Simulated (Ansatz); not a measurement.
Si₂H₈Cl₂O₂, closed shell: a trajectory.

The input file, in.yaml:

```yaml
crystal:
  periodic: [false, false, false]
  atoms:
    - {symbol: Si, position_ang: [-0.117964, 1.192973, -0.024798]}
    - {symbol: Si, position_ang: [0.094883, -0.867606, -1.489371]}
    - {symbol: Cl, position_ang: [-1.521425, 1.624811, -1.628230]}
    - {symbol: Cl, position_ang: [-1.515297, 1.406134, 1.541893]}
    - {symbol: H, position_ang: [0.612346, 2.457996, -0.264803]}
    - {symbol: H, position_ang: [0.469592, -0.823721, 1.620527]}
    - {symbol: O, position_ang: [1.179487, 0.491974, 0.923228]}
    - {symbol: H, position_ang: [-0.413510, -0.924564, 0.307178]}
    - {symbol: O, position_ang: [-0.320355, -1.421864, 1.440359]}
    - {symbol: H, position_ang: [-1.084370, -1.276367, -2.280745]}
    - {symbol: H, position_ang: [0.923398, -2.057837, -1.130556]}
    - {symbol: H, position_ang: [0.992201, 0.045366, -2.249182]}
    - {symbol: H, position_ang: [1.754733, 1.157482, 1.311298]}
    - {symbol: H, position_ang: [-1.053619, -1.004578, 1.923103]}
basis:
  gaussian: {orbitals: def2-SVP}
hamiltonian: {xc: pbe0, dispersion: d4}
md: {n_steps: 60, timestep: 0.25, temperature: 300, ensemble: nvt_langevin, seed: 859, friction: 0.002, initial_velocities: maxwell_boltzmann}
```

Launched with

```bash
ansatz run in.yaml --threads 5 --pin off --events-out ev --progress --plain --max-ram 66560MiB --backend cpu
```

The run's output (Ansatz 0.2.0):

```
Functional definition: PBE0
  name "PBE0"
  cite "Adamo & Barone, J. Chem. Phys. 110, 6158 (1999) doi:10.1063/1.478522"
  cite "Perdew, Burke & Ernzerhof, Phys. Rev. Lett. 77, 3865 (1996) doi:10.1103/PhysRevLett.77.3865"
  parent pbe
  parameter a = 0.25
  parameter kappa = 0.804
  parameter beta = 0.06672455060314922
  exchange = (1 - a)*pbe_x(kappa = kappa, mu = beta*pi^2/3) + a*exact_x
  correlation = pbe_c(beta = beta)
1420 factors; integrals over basis functions are off by at most 3.2e-4 eV
mean field evaluation 1: about -44985.6047 eV, gradient 5.5e1 eV
mean field evaluation 2: about -44978.7844 eV, gradient 8.2e1 eV
mean field evaluation 4: about -44990.7393 eV, gradient 2.6e0 eV
mean field evaluation 8: about -44990.7574 eV, gradient 5.4e-2 eV
mean field -44990.75737599 eV, -1653.3798377369 hartree, gradient 5.0e-5 eV, S^2 0.000000; 0 other end points of the search recorded, 0 dependent functions left out
the calculation of the forces begins
reference -44990.75740388 eV, -1653.3798387621 hartree; 43, 43 occupied and 97, 97 virtual orbitals, 1420 factors
md step     0: t =     0.00 fs  T =   278.6 K  F+E_penalty+E_count = -44991.13964222 eV  E_kin = 0.504114 eV  (25 SCF iters)
md step     1: t =     0.25 fs  T =   281.7 K  F+E_penalty+E_count = -44991.13987267 eV  E_kin = 0.509842 eV  (26 SCF iters)
md step     2: t =     0.50 fs  T =   277.8 K  F+E_penalty+E_count = -44991.13662619 eV  E_kin = 0.502770 eV  (26 SCF iters)
md step     3: t =     0.75 fs  T =   278.2 K  F+E_penalty+E_count = -44991.13027950 eV  E_kin = 0.503434 eV  (26 SCF iters)
md step     4: t =     1.00 fs  T =   268.1 K  F+E_penalty+E_count = -44991.12151534 eV  E_kin = 0.485086 eV  (24 SCF iters)
md step     5: t =     1.25 fs  T =   263.6 K  F+E_penalty+E_count = -44991.11113406 eV  E_kin = 0.477095 eV  (24 SCF iters)
md step     6: t =     1.50 fs  T =   255.5 K  F+E_penalty+E_count = -44991.09973045 eV  E_kin = 0.462356 eV  (24 SCF iters)
md step     7: t =     1.75 fs  T =   249.4 K  F+E_penalty+E_count = -44991.08788848 eV  E_kin = 0.451345 eV  (24 SCF iters)
md step     8: t =     2.00 fs  T =   245.2 K  F+E_penalty+E_count = -44991.07616442 eV  E_kin = 0.443781 eV  (23 SCF iters)
md step     9: t =     2.25 fs  T =   240.6 K  F+E_penalty+E_count = -44991.06532151 eV  E_kin = 0.435442 eV  (23 SCF iters)
md step    10: t =     2.50 fs  T =   236.1 K  F+E_penalty+E_count = -44991.05598434 eV  E_kin = 0.427253 eV  (23 SCF iters)
md step    11: t =     2.75 fs  T =   232.7 K  F+E_penalty+E_count = -44991.04845901 eV  E_kin = 0.421057 eV  (23 SCF iters)
md step    12: t =     3.00 fs  T =   227.4 K  F+E_penalty+E_count = -44991.04270240 eV  E_kin = 0.411495 eV  (23 SCF iters)
md step    13: t =     3.25 fs  T =   225.6 K  F+E_penalty+E_count = -44991.03856453 eV  E_kin = 0.408252 eV  (23 SCF iters)
md step    14: t =     3.50 fs  T =   223.3 K  F+E_penalty+E_count = -44991.03562650 eV  E_kin = 0.404164 eV  (24 SCF iters)
md step    15: t =     3.75 fs  T =   221.5 K  F+E_penalty+E_count = -44991.03360110 eV  E_kin = 0.400859 eV  (24 SCF iters)
md step    16: t =     4.00 fs  T =   220.0 K  F+E_penalty+E_count = -44991.03196788 eV  E_kin = 0.398035 eV  (24 SCF iters)
md step    17: t =     4.25 fs  T =   214.4 K  F+E_penalty+E_count = -44991.02994044 eV  E_kin = 0.387954 eV  (23 SCF iters)
md step    18: t =     4.50 fs  T =   217.1 K  F+E_penalty+E_count = -44991.02695126 eV  E_kin = 0.392892 eV  (23 SCF iters)
md step    19: t =     4.75 fs  T =   216.1 K  F+E_penalty+E_count = -44991.02241117 eV  E_kin = 0.391078 eV  (23 SCF iters)
md step    20: t =     5.00 fs  T =   212.5 K  F+E_penalty+E_count = -44991.01618586 eV  E_kin = 0.384534 eV  (26 SCF iters)
md step    21: t =     5.25 fs  T =   208.0 K  F+E_penalty+E_count = -44991.00842414 eV  E_kin = 0.376487 eV  (23 SCF iters)
md step    22: t =     5.50 fs  T =   203.0 K  F+E_penalty+E_count = -44990.99925265 eV  E_kin = 0.367379 eV  (23 SCF iters)
md step    23: t =     5.75 fs  T =   203.8 K  F+E_penalty+E_count = -44990.98922359 eV  E_kin = 0.368867 eV  (23 SCF iters)
md step    24: t =     6.00 fs  T =   197.6 K  F+E_penalty+E_count = -44990.97892696 eV  E_kin = 0.357614 eV  (23 SCF iters)
md step    25: t =     6.25 fs  T =   191.1 K  F+E_penalty+E_count = -44990.96916645 eV  E_kin = 0.345763 eV  (23 SCF iters)
md step    26: t =     6.50 fs  T =   183.2 K  F+E_penalty+E_count = -44990.96109452 eV  E_kin = 0.331440 eV  (22 SCF iters)
md step    27: t =     6.75 fs  T =   177.0 K  F+E_penalty+E_count = -44990.95559282 eV  E_kin = 0.320347 eV  (23 SCF iters)
md step    28: t =     7.00 fs  T =   178.2 K  F+E_penalty+E_count = -44990.95304691 eV  E_kin = 0.322422 eV  (23 SCF iters)
md step    29: t =     7.25 fs  T =   178.7 K  F+E_penalty+E_count = -44990.95337343 eV  E_kin = 0.323444 eV  (23 SCF iters)
md step    30: t =     7.50 fs  T =   174.7 K  F+E_penalty+E_count = -44990.95623295 eV  E_kin = 0.316218 eV  (23 SCF iters)
md step    31: t =     7.75 fs  T =   180.3 K  F+E_penalty+E_count = -44990.96114087 eV  E_kin = 0.326296 eV  (23 SCF iters)
md step    32: t =     8.00 fs  T =   186.4 K  F+E_penalty+E_count = -44990.96773929 eV  E_kin = 0.337245 eV  (23 SCF iters)
md step    33: t =     8.25 fs  T =   189.0 K  F+E_penalty+E_count = -44990.97519727 eV  E_kin = 0.342057 eV  (24 SCF iters)
md step    34: t =     8.50 fs  T =   192.9 K  F+E_penalty+E_count = -44990.98258447 eV  E_kin = 0.349076 eV  (24 SCF iters)
md step    35: t =     8.75 fs  T =   195.0 K  F+E_penalty+E_count = -44990.98896063 eV  E_kin = 0.352901 eV  (24 SCF iters)
md step    36: t =     9.00 fs  T =   196.8 K  F+E_penalty+E_count = -44990.99350171 eV  E_kin = 0.356190 eV  (24 SCF iters)
md step    37: t =     9.25 fs  T =   198.9 K  F+E_penalty+E_count = -44990.99592966 eV  E_kin = 0.359870 eV  (26 SCF iters)
md step    38: t =     9.50 fs  T =   198.6 K  F+E_penalty+E_count = -44990.99631565 eV  E_kin = 0.359365 eV  (26 SCF iters)
md step    39: t =     9.75 fs  T =   198.0 K  F+E_penalty+E_count = -44990.99506048 eV  E_kin = 0.358370 eV  (24 SCF iters)
md step    40: t =    10.00 fs  T =   201.9 K  F+E_penalty+E_count = -44990.99278073 eV  E_kin = 0.365381 eV  (24 SCF iters)
md step    41: t =    10.25 fs  T =   200.0 K  F+E_penalty+E_count = -44990.98988373 eV  E_kin = 0.361844 eV  (24 SCF iters)
md step    42: t =    10.50 fs  T =   198.5 K  F+E_penalty+E_count = -44990.98717948 eV  E_kin = 0.359267 eV  (24 SCF iters)
md step    43: t =    10.75 fs  T =   200.6 K  F+E_penalty+E_count = -44990.98542585 eV  E_kin = 0.363025 eV  (26 SCF iters)
md step    44: t =    11.00 fs  T =   201.5 K  F+E_penalty+E_count = -44990.98503982 eV  E_kin = 0.364566 eV  (24 SCF iters)
md step    45: t =    11.25 fs  T =   199.5 K  F+E_penalty+E_count = -44990.98645945 eV  E_kin = 0.360965 eV  (24 SCF iters)
md step    46: t =    11.50 fs  T =   201.2 K  F+E_penalty+E_count = -44990.99029668 eV  E_kin = 0.364059 eV  (24 SCF iters)
md step    47: t =    11.75 fs  T =   203.7 K  F+E_penalty+E_count = -44990.99682523 eV  E_kin = 0.368637 eV  (24 SCF iters)
md step    48: t =    12.00 fs  T =   206.5 K  F+E_penalty+E_count = -44991.00582036 eV  E_kin = 0.373642 eV  (24 SCF iters)
md step    49: t =    12.25 fs  T =   209.5 K  F+E_penalty+E_count = -44991.01662528 eV  E_kin = 0.379173 eV  (24 SCF iters)
md step    50: t =    12.50 fs  T =   218.8 K  F+E_penalty+E_count = -44991.02848801 eV  E_kin = 0.395901 eV  (28 SCF iters)
md step    51: t =    12.75 fs  T =   221.8 K  F+E_penalty+E_count = -44991.04059443 eV  E_kin = 0.401426 eV  (28 SCF iters)
md step    52: t =    13.00 fs  T =   228.3 K  F+E_penalty+E_count = -44991.05222355 eV  E_kin = 0.413064 eV  (28 SCF iters)
md step    53: t =    13.25 fs  T =   231.2 K  F+E_penalty+E_count = -44991.06303760 eV  E_kin = 0.418406 eV  (28 SCF iters)
md step    54: t =    13.50 fs  T =   232.8 K  F+E_penalty+E_count = -44991.07213731 eV  E_kin = 0.421307 eV  (28 SCF iters)
md step    55: t =    13.75 fs  T =   235.3 K  F+E_penalty+E_count = -44991.07894992 eV  E_kin = 0.425796 eV  (28 SCF iters)
md step    56: t =    14.00 fs  T =   237.9 K  F+E_penalty+E_count = -44991.08347082 eV  E_kin = 0.430593 eV  (28 SCF iters)
md step    57: t =    14.25 fs  T =   238.4 K  F+E_penalty+E_count = -44991.08574126 eV  E_kin = 0.431452 eV  (28 SCF iters)
md step    58: t =    14.50 fs  T =   237.9 K  F+E_penalty+E_count = -44991.08617124 eV  E_kin = 0.430560 eV  (28 SCF iters)
md step    59: t =    14.75 fs  T =   238.7 K  F+E_penalty+E_count = -44991.08538817 eV  E_kin = 0.431900 eV  (28 SCF iters)
md step    60: t =    15.00 fs  T =   241.7 K  F+E_penalty+E_count = -44991.08437081 eV  E_kin = 0.437318 eV  (26 SCF iters)
Total energy: -44991.08439886 eV, -1653.3918556057 hartree
Atom 0 at    -0.054670     1.217717    -0.019192 Å, force    -1.087291    -0.943633    -1.052902 eV/Å
Atom 1 at     0.024261    -0.788735    -1.501796 Å, force     0.606738     0.682756     0.040085 eV/Å
Atom 2 at    -1.543813     1.633813    -1.688914 Å, force     0.205103     0.379670     0.409525 eV/Å
Atom 3 at    -1.549152     1.343941     1.578538 Å, force     0.523329    -0.222825    -0.344389 eV/Å
Atom 4 at     0.699379     2.467738    -0.209517 Å, force    -0.090495     0.361745    -0.049381 eV/Å
Atom 5 at     0.564116    -0.878530     1.681594 Å, force     0.001274     0.125328    -0.890209 eV/Å
Atom 6 at     1.231889     0.488003     0.938885 Å, force    -0.528321    -0.966123     0.267279 eV/Å
Atom 7 at    -0.368429    -1.120547     0.458451 Å, force     0.428479    -0.055897    -0.366428 eV/Å
Atom 8 at    -0.254859    -1.447717     1.430351 Å, force     0.346827    -0.187037     0.905992 eV/Å
Atom 9 at    -1.138742    -1.397195    -2.161647 Å, force    -0.390077     0.027171    -0.140118 eV/Å
Atom 10 at     0.882111    -1.922297    -1.046158 Å, force     0.112805    -0.358029     0.215825 eV/Å
Atom 11 at     0.965380    -0.092456    -2.422725 Å, force    -0.059693     0.075410    -0.206364 eV/Å
Atom 12 at     1.706438     1.151724     1.417831 Å, force     0.718535     0.714800     0.606007 eV/Å
Atom 13 at    -0.947229    -0.882718     1.813207 Å, force    -0.787214     0.366665     0.605076 eV/Å
Dipole moment:     0.495810    -0.498367     0.959108 e Å

[the SCF lines of later steps are left out]
```

The lines “mean field evaluation” count trial sets of orbitals through the whole run, from several starts and some on an approximate energy, so they need not fall steadily or lie above the final value.

Time: 2.4 min of wall clock on 5 CPU threads of an AMD EPYC 7R13; the host was shared. Peak host memory: 0.72 GiB.
